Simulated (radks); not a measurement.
The numbers below are computed, except where a source is named.
Problem. Species: Rh+. Configuration: [Ar] 3d10 4s2 4p5.75 4d8.25 (fractional occupations, a model configuration). Code: a radial shooting solver on a logarithmic mesh with Libxc functionals. Model: Dirac Kohn-Sham, PBEsol, spin-unpolarised, spherical densities, finite nucleus; open shells fill j = l - 1/2 first; Fermi nuclear charge, rms radius 4.4945 fm. Some entries of the table are withheld. Estimate them.

orbital,occ.,eigenvalue (eV),<r> (bohr),<r^2> (bohr^2)
1s1/2,2,-23020.49,0.03264,0.001439
2s1/2,2,-3343.767,0.1416,0.02370
2p1/2,2,-3097.140,0.1203,(1)
2p3/2,4,-2952.643,0.1252,(2)
3s1/2,2,-603.9740,0.3907,0.1748
3p1/2,2,-507.4220,0.3832,0.1709
3p3/2,4,-482.5601,0.3940,0.1804
3d3/2,4,(3),0.3685,0.1624
3d5/2,6,(4),0.3719,0.1653
4s1/2,2,-90.3833,0.9801,1.090
4p1/2,2,-61.0495,1.060,(5)
4p3/2,3.75,-57.1325,1.092,(6)
4d3/2,4,-14.0109,1.524,2.840
4d5/2,4.25,-13.6038,1.546,2.925
5s1/2,0,-10.7650,2.946,9.883
5p1/2,0,-6.2501,3.771,16.32
5p3/2,0,-6.0141,3.882,17.28

Solution. 
(1) 2p1/2 <r^2> (bohr^2): 0.01778
(2) 2p3/2 <r^2> (bohr^2): 0.01912
(3) 3d3/2 eigenvalue (eV): -311.4130
(4) 3d5/2 eigenvalue (eV): -306.5081
(5) 4p1/2 <r^2> (bohr^2): 1.290
(6) 4p3/2 <r^2> (bohr^2): 1.368
